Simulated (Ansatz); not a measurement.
The cluster Al7, relaxed as a doublet with UKS r2SCAN-D4/def2-SVP in Ansatz, starting from the GFN1-xTB geometry. Force threshold 0.02 eV/Å.

Another isomer (doublet) lies 1.28 eV lower at PBE0-D4/def2-TZVP; other spin states weren't run for this one.

Start:

```tsv
atom	x (Å)	y (Å)	z (Å)
Al1	1.221	-1.295	-2.048
Al2	-1.284	2.263	-0.755
Al3	-0.749	1.369	1.642
Al4	-1.058	-0.019	-1.999
Al5	-1.100	-0.929	0.451
Al6	1.576	0.311	2.182
Al7	1.393	-1.699	0.526
```

```json
{"step": "1", "energy (eV)": "-46156.8263", "largest force component (eV/Å)": "0.620", "SCF passes": "36"}
{"step": "2", "energy (eV)": "-46157.1267", "largest force component (eV/Å)": "0.334", "SCF passes": "39"}
{"step": "3", "energy (eV)": "-46157.3331", "largest force component (eV/Å)": "0.228", "SCF passes": "36"}
{"step": "4", "energy (eV)": "-46157.4669", "largest force component (eV/Å)": "0.161", "SCF passes": "40"}
{"step": "5", "energy (eV)": "-46157.5347", "largest force component (eV/Å)": "0.117", "SCF passes": "41"}
{"step": "6", "energy (eV)": "-46157.5587", "largest force component (eV/Å)": "0.197", "SCF passes": "50"}
{"step": "7", "energy (eV)": "-46157.6295", "largest force component (eV/Å)": "0.209", "SCF passes": "44"}
{"step": "8", "energy (eV)": "-46157.7010", "largest force component (eV/Å)": "0.172", "SCF passes": "44"}
{"step": "9", "energy (eV)": "-46157.7511", "largest force component (eV/Å)": "0.169", "SCF passes": "45"}
{"step": "10", "energy (eV)": "-46157.7928", "largest force component (eV/Å)": "0.210", "SCF passes": "44"}
{"step": "11", "energy (eV)": "-46157.8515", "largest force component (eV/Å)": "0.182", "SCF passes": "54"}
{"step": "12", "energy (eV)": "-46157.9097", "largest force component (eV/Å)": "0.203", "SCF passes": "51"}
{"step": "13", "energy (eV)": "-46157.9750", "largest force component (eV/Å)": "0.168", "SCF passes": "66"}
{"step": "14", "energy (eV)": "-46158.0059", "largest force component (eV/Å)": "0.120", "SCF passes": "52"}
{"step": "15 (rejected)", "energy (eV)": "-46157.9587", "largest force component (eV/Å)": "0.232", "SCF passes": "50"}
{"step": "16", "energy (eV)": "-46158.0110", "largest force component (eV/Å)": "0.038", "SCF passes": "53"}
{"step": "17 (rejected)", "energy (eV)": "-46158.0105", "largest force component (eV/Å)": "0.038", "SCF passes": "51"}
{"step": "18", "energy (eV)": "-46158.0115", "largest force component (eV/Å)": "0.011", "SCF passes": "53"}
```

Force components are those of the run's own axes.

End:

Cartesian coordinates in Å:
```
Al 1.227 -1.089 -1.414
Al -2.382 1.399 -0.368
Al -0.310 1.870 1.042
Al -0.533 0.699 -1.977
Al -0.736 -0.631 0.299
Al 1.450 0.083 1.607
Al 1.285 -2.332 0.810
```

Bonds formed: Al1–Al5, Al2–Al5, Al5–Al6 (atoms count from 1).

No frequencies were taken in this run, so the end may be a saddle point.

It took 81 s on 4 threads of Intel Xeon 6975P-C on a shared host.
